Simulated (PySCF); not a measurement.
A structure optimised at PBE-D3(BJ)/def2-SVP, used in a PySCF frequency run:

```xyz
16

N      2.1209     0.2459     0.0000
Si     0.3699     0.0107     0.0000
Si    -0.3932    -2.2337     0.0000
Si    -0.4970     1.0716     1.9135
Si    -0.4970     1.0716    -1.9135
H      2.6221    -0.0781    -0.8340
H      2.6221    -0.0781     0.8340
H      0.1102    -2.9690    -1.2178
H     -1.9000    -2.2990     0.0000
H      0.1102    -2.9690     1.2178
H     -1.9784     0.8142     2.0049
H     -0.2612     2.5583     1.8708
H      0.1560     0.5225     3.1573
H      0.1560     0.5225    -3.1573
H     -0.2612     2.5583    -1.8708
H     -1.9784     0.8142    -2.0049
```
Charge 0, spin multiplicity 1.

Write its SMILES, formula and point group.

N[Si]([SiH3])([SiH3])[SiH3], H11NSi4, Cs

What are its rotational constants (standard atomic weights)?

1.4263, 1.4197, 1.0335 GHz
